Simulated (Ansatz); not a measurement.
Species: SnNOH₃, charge 0, singlet. SnNOH3 (SMILES [Sn]([OH])[NH2]).
B3LYP-D3(BJ)/def2-TZVP minimum from Ansatz (a quantum-chemistry and plane-wave program):
```xyz
6

Sn    -0.1250     0.0207     0.3590
O      0.7764     1.4346    -0.7332
H      1.0251     1.1987    -1.6335
N     -0.1090    -1.4306    -1.0735
H      0.2668    -1.3410    -2.0073
H     -0.4885    -2.3553    -0.9292
```
Charge 0, spin multiplicity 1.

Total energies in hartree (Ansatz). UHF or UKS for unpaired electrons; spin-orbit terms are left out. Correlated methods leave the cores frozen (noble-gas shells, and filled d and f shells in the p block). Past Kr the def2 sets carry scalar-relativistic core potentials. For partners of very few electrons the exact lower level stands in for a higher one. Spin-orbit terms, left out, reach several kcal/mol for Br and I, and more for heavier atoms.

| species | HF/def2-TZVPP | CCSD(T)/def2-TZVPP | HF/def2-QZVPP | CCSD(T)/def2-QZVPP | CCSD(T)/def2-SVP | CCSDT(Q)/def2-SVP |
|---|---|---|---|---|---|---|
| 1: SnNOH3 (SMILES [OH][Sn][NH2]) | -344.51035 | -345.09977 | -344.51943 | -345.14871 | -344.79696 | -344.79937 |
| 2: Sn (triplet) | -213.33992 | -213.39742 | -213.34066 | -213.40091 | -213.38486 | -213.38510 |
| 3: O (triplet) | -74.81563 | -74.97674 | -74.81863 | -74.99407 | -74.83747 | -74.83766 |
| 4: H (doublet) | -0.49981 | -0.49981 | -0.49998 | -0.49998 | -0.49928 | -0.49928 |
| 5: N (quartet) | -54.40275 | -54.51594 | -54.40439 | -54.52502 | -54.42172 | -54.42189 |

### Question
Work out the atomisation energy (electronic, to ground-state atoms) in kcal/mol: take Hartree-Fock from def2-QZVPP, extrapolate the CCSD(T) correlation energy as X^-3 (X = 3, 4), and add CCSDT(Q) - CCSD(T) in def2-SVP. 1 hartree = 627.51 kcal/mol.

### Answer

Species 1: correlation (64·(-0.62928) - 27·(-0.58942))/37 = -0.65837; step -0.00241; E1 = -344.51943 + (-0.65837) + (-0.00241) = -345.18021
Species 2: correlation (64·(-0.06025) - 27·(-0.05750))/37 = -0.06226; step -0.00024; E2 = -213.34066 + (-0.06226) + (-0.00024) = -213.40316
Species 3: correlation (64·(-0.17544) - 27·(-0.16111))/37 = -0.18590; step -0.00019; E3 = -74.81863 + (-0.18590) + (-0.00019) = -75.00472
Species 4: correlation (64·(0.00000) - 27·(0.00000))/37 = 0.00000; step +0.00000; E4 = -0.49998 + (0.00000) + (+0.00000) = -0.49998
Species 5: correlation (64·(-0.12063) - 27·(-0.11319))/37 = -0.12606; step -0.00017; E5 = -54.40439 + (-0.12606) + (-0.00017) = -54.53062
-1·E1 +1·E2 +1·E3 +3·E4 +1·E5 = 0.74177 hartree = 465.5 kcal/mol.
